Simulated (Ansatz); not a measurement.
`NC(O)[SeH]`. Total charge 0; spin multiplicity 1.

Cartesian coordinates in Å:
```
N -0.8507 0.4007 -0.9627
C 0.1605 -0.2217 -0.2144
O -0.0900 -1.5827 -0.2202
Se 0.3095 0.3334 1.7634
H -1.7680 0.2151 -0.5770
H -0.7101 1.3977 -1.0318
H 1.1404 0.0428 -0.6211
H 0.5481 -2.0069 0.3615
H 1.2602 1.4216 1.5024
```

What are the harmonic wavenumbers in cm⁻¹ at PBE0-D4/def2-TZVP (Ansatz, finite differences of forces, unscaled)? (Best estimate.)

The calculation gave: 112, 253, 272, 301, 420, 519, 567, 744, 806, 1006, 1140, 1207, 1253, 1363, 1440, 1651, 2441, 3067, 3550, 3651, 3851.

Is this a minimum?

Yes, all 21 modes are real.

Give the ideal-gas thermochemistry at 298.15 K and 1 bar (rigid rotor, harmonic oscillator; point group C1, symmetry number 1).

Zero-point energy 177.1 kJ/mol; H(298) − E = 195.0 kJ/mol; entropy 323.3 J/(mol·K), of which translation 169.2, rotation 109.5, vibration 44.7; G(298) − E = 98.6 kJ/mol.
